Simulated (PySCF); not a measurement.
**input.py for MgSe**

The script input.py:

```python
from pyscf import gto, dft

mol = gto.M(
    atom='Mg 0 0 0; Se 0 0 2.412',
    basis='cc-pvdz',
    charge=0,
    spin=0,
    verbose=3,
)
mf = dft.RKS(mol, xc='pbesol')
mf = mf.density_fit(auxbasis='def2-universal-jkfit')
field = 0.001  # electric field along z, atomic units
h = mf.get_hcore() + field*mol.intor('int1e_r')[2]
mf.get_hcore = lambda *args: h
e_nuc = mol.energy_nuc() - field*mol.atom_charges() @ mol.atom_coords()[:, 2]
mf.energy_nuc = lambda *args: e_nuc
mf.kernel()
mf.analyze()
print('orbital energies (hartree):', mf.mo_energy[..., max(0, mol.nelec[1]-3):mol.nelec[0]+3].round(4))
```

```bash
$ OMP_NUM_THREADS=1 python input.py
```

It prints (some set-up lines and the per-cycle HOMO/LUMO lines with their warnings removed):

```
converged SCF energy = -2599.06252831838
**** MO energy ****
[12 lines left out]
MO #13  energy= -1.92578432355036  occ= 2
MO #14  energy= -1.92578432113961  occ= 2
MO #15  energy= -1.91635453294334  occ= 2
MO #16  energy= -1.91634630214895  occ= 2
MO #17  energy= -1.77809793284332  occ= 2
MO #18  energy= -1.77802459429458  occ= 2
MO #19  energy= -1.77802459392471  occ= 2
MO #20  energy= -0.53777776288209  occ= 2
MO #21  energy= -0.240432847252519 occ= 2
MO #22  energy= -0.166326218298248 occ= 2
MO #23  energy= -0.166326214440029 occ= 2
MO #24  energy= -0.161113701416283 occ= 0
MO #25  energy= -0.0516529719867657 occ= 0
MO #26  energy= -0.0516529706827411 occ= 0
[19 lines left out]
 ** Mulliken atomic charges  **
charge of    0Mg =      0.79628
charge of    1Se =     -0.79628
Dipole moment(X, Y, Z, Debye):  0.00000, -0.00000, -6.28966
orbital energies (hartree): [-0.2404 -0.1663 -0.1663 -0.1611 -0.0517 -0.0517]
```

In short: E(SCF) = -2599.062528 Eh, μz(SCF) = -6.29 D.

It ran on AMD EPYC 7R43 64-Core (1 thread, shared host) in 7.3 s.

Stability towards an unrestricted solution was not tested. The bond length is a typed value, not an optimised one.
